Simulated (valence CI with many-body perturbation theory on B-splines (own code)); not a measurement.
Results of a calculation; reference values are marked as such.
## Run record, Zr XXXV

Level of theory: valence CI with perturbative core correlation (CI+MBPT): four valence electrons over a frozen Dirac-Fock core [He], radial functions for each j: 11 s, 11 p, 9 d, 7 f, 5 g, 2 h, 1 i, with the one-electron correlation potential Σ1 (screened to all orders), the two-electron term Σ2, the three-electron term Σ3, Breit, model QED; selected single and double excitations, second order for the rest (own B-spline code, finite nucleus).

Command, and the settings that its task file holds:

```sh
python run_cv.py task.json out
```

```
atom Zr  Z=40  mass_number=90  rms_radius_fm=4.2694
core [He]
valence 2s2 2p2
avg = 1
basis = L
breit = 1
cap = 40000
capref = 1200
cscale = 1
de = 0.0
dress = 0
eps = 2e-08
h = 0.27
hh = 1
l2 = 3
lcore = 6
maxit = 60
n2 = 5
natural = 1
nlev = 60
nno = [7, 7, 6, 5, 4, 2, 1]
nroot = 26
nsp = [4, 4, 3, 2, 1, 0, 0]
pt2 = 1
qed = 1
rpa = 1
s1 = 1
s2 = 1
s3 = 1
screen = 1
tol = 2e-05
```

(1) Roughly how long does this run take on one core of INTEL(R) XEON(R) PLATINUM 8581C CPU @ 2.10GHz (Emerald Rapids), and how much memory?

Log. The first blocks belong to the next ion, which gives the ionisation energy. Fields: 2J, parity (1 odd), roots, reference size, generating configurations, candidates as configurations/state functions, variational space P, stored matrix elements, Davidson steps; e2 is the range of second-order energies in hartree. The first line gives the box (bohr), its intervals, the orbitals and the steps of their self-consistent field. Window is the range of levels sought, series limit the energy at which the first omitted orbital would enter, core excitation an estimate of the first excitation out of the core, left out the lowest levels not solved, and shifts from estimates the range by which levels moved from their first estimate, all in cm⁻¹.

```
rmax 2.4 intervals 57 orbitals 81 references ['2s2 2p2', '2s 2p3', '2p4'] scf 3 t 0.5
2J=1 par=1 roots 2 ref 40 generators 2 cand 2895/4152 P 1774/2695 nnz 1.5e+06 it 5
2J=1 par=1 roots 2 ref 40 generators 2 cand 1153/1497 P 2026/3083 nnz 2e+06 it 3
   second order: generators 8 cand 5801/8561 e2 -0.00002 -0.00001
reference levels 672, estimated 466, window 22494876 1/cm; series limit 31156463, core excitation 129014152
2J=0 par=0 roots 13 ref 38 generators 17 cand 19546/32687 P 5328/7999 nnz 3.6e+06 it 5
2J=0 par=0 roots 13 ref 38 generators 18 cand 17117/28621 P 13867/23103 nnz 2.5e+07 it 7
   second order: generators 43 cand 36111/63504 e2 -0.00004 -0.00000
2J=2 par=0 roots 21 ref 83 generators 20 cand 25095/92220 P 2635/8000 nnz 5.1e+06 it 8
2J=2 par=0 roots 21 ref 83 generators 20 cand 23721/87943 P 11408/39999 nnz 7.7e+07 it 9
   second order: generators 46 cand 49471/205229 e2 -0.00056 -0.00010
2J=4 par=0 roots 23 ref 93 generators 21 cand 27988/131800 P 2431/8000 nnz 5.5e+06 it 8
2J=4 par=0 roots 23 ref 93 generators 22 cand 29422/142668 P 9741/39994 nnz 8.2e+07 it 10
   second order: generators 47 cand 54563/301110 e2 -0.00124 -0.00030
2J=4 par=1 roots 20 ref 100 generators 22 cand 27970/131623 P 2324/7997 nnz 5.9e+06 it 8
2J=4 par=1 roots 20 ref 100 generators 22 cand 26780/127360 P 9390/39997 nnz 8.5e+07 it 9
   second order: generators 50 cand 56074/313630 e2 -0.00113 -0.00025
2J=2 par=1 roots 21 ref 94 generators 23 cand 25173/92368 P 2821/7997 nnz 5.2e+06 it 8
2J=2 par=1 roots 21 ref 94 generators 23 cand 23696/88104 P 11739/40000 nnz 7.9e+07 it 8
   second order: generators 52 cand 47988/192960 e2 -0.00061 -0.00007
2J=6 par=1 roots 11 ref 70 generators 15 cand 27188/140787 P 2419/7999 nnz 5.9e+06 it 7
2J=6 par=1 roots 11 ref 70 generators 15 cand 25915/136496 P 8787/40000 nnz 9.6e+07 it 7
   second order: generators 36 cand 49222/327041 e2 -0.00061 -0.00024
2J=0 par=1 roots 8 ref 37 generators 13 cand 18427/30675 P 5187/8000 nnz 3.8e+06 it 5
2J=0 par=1 roots 8 ref 37 generators 13 cand 14904/25211 P 11461/18598 nnz 1.7e+07 it 8
   second order: generators 27 cand 29024/51834 e2 -0.00004 -0.00001
2J=6 par=0 roots 12 ref 63 generators 12 cand 27106/140662 P 2239/7998 nnz 6e+06 it 6
2J=6 par=0 roots 12 ref 63 generators 14 cand 31378/171873 P 8225/39999 nnz 9.8e+07 it 8
   second order: generators 30 cand 49195/322386 e2 -0.00090 -0.00030
2J=8 par=1 roots 4 ref 36 generators 6 cand 15680/84329 P 2306/8000 nnz 6.1e+06 it 5
2J=8 par=1 roots 4 ref 36 generators 7 cand 16991/97479 P 7531/36061 nnz 1e+08 it 6
   second order: generators 16 cand 31674/203725 e2 -0.00010 -0.00006
2J=8 par=0 roots 5 ref 31 generators 5 cand 16798/101373 P 2187/8000 nnz 6.6e+06 it 5
2J=8 par=0 roots 5 ref 31 generators 6 cand 19185/116885 P 7536/39992 nnz 1.3e+08 it 7
   second order: generators 14 cand 29967/204271 e2 -0.00010 -0.00003
2J=10 par=0 roots 2 ref 11 generators 2 cand 8707/47806 P 2131/7991 nnz 7.8e+06 it 5
2J=10 par=0 roots 2 ref 11 generators 2 cand 7426/42326 P 4490/21649 nnz 5.6e+07 it 5
   second order: generators 6 cand 17475/111512 e2 -0.00005 -0.00005
left out: unestimated 29938974, estimated 23782338, shifts from estimates -107 to 228
operators 0.2
```

The Davidson iterations converged.

No measured spectrum was set against this ion. As an estimate, large intervals hold to a few tenths of a per cent, small ones and those within an open d or f shell to about a per cent. Among the levels kept, up to 260 cm⁻¹ of a level comes from second order outside the variational space, and about a tenth of that is noise between levels of different J, which matters for small intervals.

| Property | Result |
| --- | --- |
| Valence energy | -714.6414 hartree |
| Ionisation energy | 4560.9 eV (NIST: 4553 ± 5 eV (semi-empirical)) |
| Reference configurations for the orbitals | 2s2 2p2, 2s 2p3, 2p4 |
| Radial orbitals | 81 |
| Box radius | 2.408 bohr |
| Largest variational space | 40000 |
| Lowest levels | (2s^2 2p1/2^2) J=0 0.00, (2s^2 2p1/2 2p3/2) J=1 82.03, (2s^2 2p1/2 2p3/2) J=2 93.68, (2s^2 2p3/2^2) J=2 183.92, (2s 2p1/2^2 2p3/2) J=2 198.45, (2s^2 2p3/2^2) J=0 211.19, (2s 2p1/2^2 2p3/2) J=1 245.27, (2s 2p1/2 2p3/2^2) J=2 [a] 282.33, (2s 2p1/2 2p3/2^2) J=3 304.12, (2s 2p1/2 2p3/2^2) J=0 328.38, (2s 2p1/2 2p3/2^2) J=1 [a] 336.31, (2s 2p1/2 2p3/2^2) J=2 [b] 345.48, (2s 2p1/2 2p3/2^2) J=1 [b] 353.26, (2s 2p3/2^3) J=2 417.42 eV |

Levels are named by their leading jj configuration (3d3/2^4 stands for four electrons in 3d with j = 3/2), which in mixed levels can hold well under half, so a name can repeat and another be missing. Letters in brackets count levels of one name in rising energy.

Answers

(1) 4.3 min on 1 thread of INTEL(R) XEON(R) PLATINUM 8581C CPU @ 2.10GHz (Emerald Rapids), with other jobs on the host, peak memory 1.1 GiB.
